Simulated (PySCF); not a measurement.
Correlation energy of Ti⁺ (titanium, charge +1)

[Ar] 3d1 4s2, 2D determinant (an excited configuration). Computed with PySCF 2.14 in x2c-QZVPPall (11s7p5d3f2g, 96 functions), with scalar relativity by spin-free X2C-1e. Frozen: [Ne]; 11 electrons correlated.

| level | correlation energy (mhartree) |
| --- | --- |
| CCSD | -329.76 |
| (T) | -12.84 |
| CCSD(T) | -342.60 |

Diagnostics: T1 = 0.015, D1 = 0.0515, largest double amplitude 0.093.

Cost of the coupled-cluster step: about 120 core-seconds, for 11 correlated electrons.

This basis was not built for core-valence correlation, so the inner-shell part is incomplete.
